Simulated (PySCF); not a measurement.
# One molecule, several mistakes: BH6NSi

Calculated results; nothing here was measured. The program is PySCF 2.14.0, an open-source quantum chemistry code, run on an isolated molecule that a program drew, which may never have been made. The molecule is BH6NSi (charge 0, singlet), drawn as the SMILES string `BN[SiH3]`.

Each row is a Hartree-Fock (HF) and frozen-core CCSD(T) single point in the cc-pV(D+d)Z basis, meant for a local HF minimum. Run 1 is clean. Each other run has one planted mistake out of seven kinds, and not every kind appears here: one electron removed, one electron added, multiplicity raised by two, geometry at a saddle point, minimal basis STO-3G, one bond length entered in bohr, all coordinates scaled. The reference is restricted for singlets and unrestricted otherwise, and also for a bond in bohr. Adding or removing an electron swaps singlet and doublet. Electrons count all cores. HOMO and LUMO are orbital energies over both spins, the gradient is its largest component, and the lowest frequency (negative if imaginary) is given only where the gradient is small. Bond lengths are over the 8 bonds as drawn. T1 is the CCSD diagnostic: over 0.02 (restricted) or 0.045 (unrestricted) a single reference is doubtful.

Geometry of the clean run:
```xyz
9
BH6NSi, angstrom
B    -0.8777    0.0610    1.9422
N    -1.3970    0.4701    0.7024
Si   -0.7498    1.6589   -0.4022
H    -1.4544   -0.7777    2.5823
H     0.1387    0.5519    2.3537
H    -2.2486    0.0196    0.4186
H     0.4890    2.2056    0.1810
H    -0.4628    1.0409   -1.7172
H    -1.7302    2.7466   -0.6240
```

| run | electrons | basis functions | <S^2> | HOMO (eV) | LUMO (eV) | gradient (hartree/bohr) | lowest frequency (cm^-1) | mean bond (Å) | longest bond (Å) | T1 | HF (hartree) | CCSD(T) (hartree) | mistake |
|---|---|---|---|---|---|---|---|---|---|---|---|---|---|
| 1 | 32 | 81 | 0.000 | -11.52 | 3.70 | 4.8e-06 | 70 | 1.3746 | 1.747 | 0.0133 | -371.61728 | -372.03548 | no fault |
| 2 | 31 | 81 | 0.761 | -18.47 | -7.80 | 1.0e-01 | - | 1.3746 | 1.747 | 0.0384 | -371.26765 | -371.64363 | one electron removed |
| 3 | 33 | 81 | 0.760 | 1.98 | 8.49 | 9.7e-02 | - | 1.3746 | 1.747 | 0.0151 | -371.51105 | -371.94641 | one electron added |
| 4 | 32 | 25 | 0.000 | -9.27 | 9.07 | 3.1e-02 | - | 1.3746 | 1.747 | 0.0186 | -367.26314 | -367.44278 | minimal basis STO-3G |
| 5 | 32 | 81 | 0.000 | -11.38 | 3.58 | 1.9e-02 | - | 1.4090 | 1.791 | 0.0141 | -371.61250 | -372.03406 | all coordinates scaled |
| 6 | 32 | 81 | 2.020 | -4.92 | -0.78 | 1.4e-01 | - | 1.3746 | 1.747 | 0.0164 | -371.41127 | -371.79998 | ? |

**Which mistake was planted in run 6, and what did it cost?**

Electrons, basis and geometry are unchanged, and <S^2> is 2.020, beside S(S+1) = 2.00 for a multiplicity of 3. So the mistake is: multiplicity raised by two. Subtracting run 1 and multiplying by 627.51 kcal/mol a hartree, the energy moved by 129.3 kcal/mol in HF and 147.8 kcal/mol in CCSD(T).

Cautions from the logs. Run 3: the HOMO is above zero, so the electron isn't bound and the energy depends on the basis.
